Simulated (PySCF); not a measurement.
Job file and geometry (Å, from GFN2-xTB) of an NMR shielding run on `InChI=1S/C4H14Si4/c1-2-4(3-1)8-6-5-7-8/h4,8H,1-3,5-7H2`, PySCF 2.14.0, density-fitted response routines, GIAO PBE0/pcSseg-1 NMR shielding, non-relativistic, gas phase; density fitting, a coarse starting grid and PySCF grid level 2 are the driver's defaults:

```
$ OMP_NUM_THREADS=1 python probes_run.py task.json out

{"job": {"kind": "nmr", "xc": "PBE0", "basis": "pcSseg-1"}, "charge": 0, "multiplicity": 1}
C     -2.389002     0.728603    -0.834188
C     -2.267345     0.603469     0.690262
C     -1.318071    -0.598777     0.514857
Si     0.416887    -0.429589     1.287155
Si     2.000207    -1.818408     0.216458
Si     2.995596     0.087545    -0.743975
Si     1.555423     1.487304     0.488405
C     -1.384808    -0.418169    -1.013293
H     -3.383991     0.507443    -1.217033
H     -2.065698     1.685192    -1.241121
H     -3.200189     0.383241     1.207495
H     -1.808499     1.469989     1.166297
H     -1.792777    -1.531537     0.825608
H      0.176705    -0.568336     2.738815
H      2.873589    -2.568088     1.129508
H      1.499235    -2.858257    -0.691923
H      2.857650     0.187303    -2.204332
H      4.438859     0.267924    -0.542401
H      2.218431     2.299889     1.518826
H      0.780293     2.490029    -0.258146
H     -0.445873    -0.109597    -1.475669
H     -1.767032    -1.277790    -1.562453
```

Q: Write the output of this run.

A: 
```
coarse grid: 19520 points
cycle   1  E = -1317.9566179168  dE =  5.587e-01  |g| = 3.678e-01  |ddm| = 4.345e+00
cycle   2  E = -1317.9350973837  dE =  2.152e-02  |g| = 4.695e-01  |ddm| = 8.218e-01
cycle   3  E = -1317.9934808454  dE = -5.838e-02  |g| = 4.868e-02  |ddm| = 5.422e-01
cycle   4  E = -1317.9939865808  dE = -5.057e-04  |g| = 1.580e-02  |ddm| = 7.064e-02
cycle   5  E = -1317.9940417253  dE = -5.514e-05  |g| = 6.900e-03  |ddm| = 2.618e-02
cycle   6  E = -1317.9940536231  dE = -1.190e-05  |g| = 6.334e-04  |ddm| = 7.468e-03
cycle   7  E = -1317.9940537509  dE = -1.278e-07  |g| = 2.068e-04  |ddm| = 1.605e-03
final grid: 167744 points
cycle   8  E = -1318.0395178360  dE = -3.770e-05  |g| = 8.070e-03  |ddm| = 3.860e-02
cycle   9  E = -1318.0395043692  dE =  1.347e-05  |g| = 1.077e-02  |ddm| = 1.857e-02
cycle  10  E = -1318.0395342213  dE = -2.985e-05  |g| = 6.907e-04  |ddm| = 1.100e-02
cycle  11  E = -1318.0395343182  dE = -9.686e-08  |g| = 2.479e-04  |ddm| = 1.222e-03
cycle  12  E = -1318.0395343346  dE = -1.648e-08  |g| = 4.057e-05  |ddm| = 3.009e-04
cycle  13  E = -1318.0395343350  dE = -3.538e-10  |g| = 1.466e-05  |ddm| = 8.973e-05
converged SCF energy = -1318.0395343350

GIAO shielding tensors (ppm)
atom      isotropic    diamagn.    paramagn.     s11        s22        s33       span
  0 C      166.779     251.605     -84.827    154.296    164.270    181.771     27.475
  1 C      159.934     250.927     -90.993    146.894    150.201    182.706     35.813
  2 C      169.548     252.464     -82.916    154.258    167.867    186.518     32.260
  3 Si     378.583     880.847    -502.264    311.140    392.634    431.976    120.836
  4 Si     446.201     881.079    -434.878    398.028    434.212    506.363    108.335
  5 Si     449.796     880.808    -431.012    409.207    432.291    507.890     98.683
  6 Si     447.856     881.033    -433.178    401.619    431.362    510.585    108.966
  7 C      160.806     247.891     -87.085    148.122    152.873    181.424     33.303
  8 H       29.419      29.517      -0.098     26.017     26.446     35.793      9.776
  9 H       29.506      30.493      -0.987     25.821     27.697     34.999      9.178
 10 H       29.265      30.092      -0.827     25.846     26.493     35.457      9.611
 11 H       29.846      31.427      -1.581     26.381     29.612     33.545      7.164
 12 H       29.307      32.413      -3.106     25.729     28.431     33.761      8.032
 13 H       26.853      30.101      -3.249     23.295     25.149     32.115      8.820
 14 H       27.617      29.723      -2.106     24.324     25.091     33.435      9.111
 15 H       27.740      29.658      -1.918     24.079     25.743     33.398      9.320
 16 H       27.591      29.609      -2.018     24.796     25.082     32.895      8.099
 17 H       27.559      29.276      -1.717     23.911     24.866     33.901      9.990
 18 H       27.535      29.749      -2.214     24.233     25.079     33.291      9.058
 19 H       27.393      29.861      -2.468     23.852     25.903     32.425      8.572
 20 H       29.934      32.645      -2.711     25.989     30.326     33.488      7.499
 21 H       29.188      31.177      -1.989     25.471     27.476     34.616      9.145
```

Size and cost of the density-fitted run: 234 basis functions, 39 s wall time on 1 thread of an Intel Xeon 6975P-C, shared host; peak memory 1 GiB.
